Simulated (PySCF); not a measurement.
Electric field gradients and quadrupole coupling constants

Compound: C3H10O3SSi.
Geometry (GFN2-xTB, Å), atoms numbered from 1 in this order:
```
atom  x, y, z in Å
C1     2.8855    0.4701   -0.5284
C2     2.1111   -0.6223    0.1928
O3     0.8325   -0.1674    0.6187
S4    -0.3133   -0.1133   -0.5252
O5    -0.2346   -1.3131   -1.3027
O6    -0.2444    1.1267   -1.2384
C7    -1.7562   -0.1193    0.4933
Si8   -3.1438    0.2913   -0.7357
H9     3.0562    1.3125    0.1377
H10    2.3117    0.8155   -1.3845
H11    3.8425    0.0805   -0.8661
H12    2.6249   -0.9446    1.1030
H13    1.9565   -1.4832   -0.4672
H14   -1.8165   -1.1001    0.9455
H15   -1.5940    0.6349    1.2513
H16   -4.3824    0.0520    0.0222
H17   -3.0850   -0.6133   -1.8801
H18   -3.0596    1.6993   -1.1128
```

Field gradients from the PBE0/pcSseg-1 density (PySCF, non-relativistic), principal values in atomic units, ordered |Vxx| ≤ |Vyy| ≤ |Vzz|:

```json
{"atom": "O3", "Vxx": "-0.0889", "Vyy": "-1.7607", "Vzz": "1.8496"}
{"atom": "S4", "Vxx": "-0.4387", "Vyy": "-0.4700", "Vzz": "0.9087"}
{"atom": "O5", "Vxx": "-0.4997", "Vyy": "-0.8084", "Vzz": "1.3080"}
{"atom": "O6", "Vxx": "-0.5161", "Vyy": "-0.7771", "Vzz": "1.2933"}
```

Task: Find the asymmetry η = (Vxx − Vyy)/Vzz and the couplings χ = eQV/h (234.96 MHz × Q in barn × V in au), with Q(17O) = −0.0256 b, Q(33S) = −0.0678 b.

Result: 
```
atom               environment  nucleus     η  χzz (MHz)  χxx (MHz)  χyy (MHz)
  O3  oxygen bonded to C and S      17O  0.90     -11.13       0.53      10.59
  S4           sulfonyl sulfur      33S  0.03     -14.48       6.99       7.49
  O5           sulfonyl oxygen      17O  0.24      -7.87       3.01       4.86
  O6           sulfonyl oxygen      17O  0.20      -7.78       3.10       4.67
```

The gradient is axial or nearly so (η below 0.05) at S4. At O3 η is above 0.9: Vyy and Vzz are nearly equal in size and opposite in sign, so a small change could swap them and flip the sign of χzz. The tensor is traceless: Vxx + Vyy + Vzz = 0.

Task: What is Vzz at S4 in SI units (1 au = 9.71736 × 10²¹ V/m²)?

Result: 0.9087 au = 8.830 × 10²¹ V/m².

Task: And the gradient at the other heavy atoms, for which no coupling is worked out here?

Result: 
```csv
atom,environment,Vzz (au),η
C1,methyl carbon,0.083,0.47
C2,sp3 carbon bound to oxygen,0.511,0.15
C7,sp3 carbon bound to sulfur,0.265,0.24
Si8,SiH3 silicon,0.354,0.34
```

Task: What couplings would deuterons (Q(2H) = 0.00286 b) have in place of the hydrogens, at this geometry?

Result: 
```tsv
atom	bonded to	bond length (Å)	Vzz (au)	η	χzz (kHz)
H9	C1	1.087	0.3139	0.02	211
H10	C1	1.087	0.3057	0.05	205
H11	C1	1.087	0.3160	0.03	212
H12	C2	1.094	0.2925	0.08	197
H13	C2	1.096	0.2784	0.09	187
H14	C7	1.082	0.3222	0.05	216
H15	C7	1.082	0.3226	0.06	217
H16	Si8	1.472	0.1557	0.02	105
H17	Si8	1.460	0.1616	0.03	109
H18	Si8	1.460	0.1632	0.04	110
```

Isolated species at its GFN2-xTB geometry (one conformer only). GFN2-xTB bond lengths can be off by several hundredths of an ångström, more for odd bonds, and the gradients follow them. The small basis limits the accuracy of the gradients.
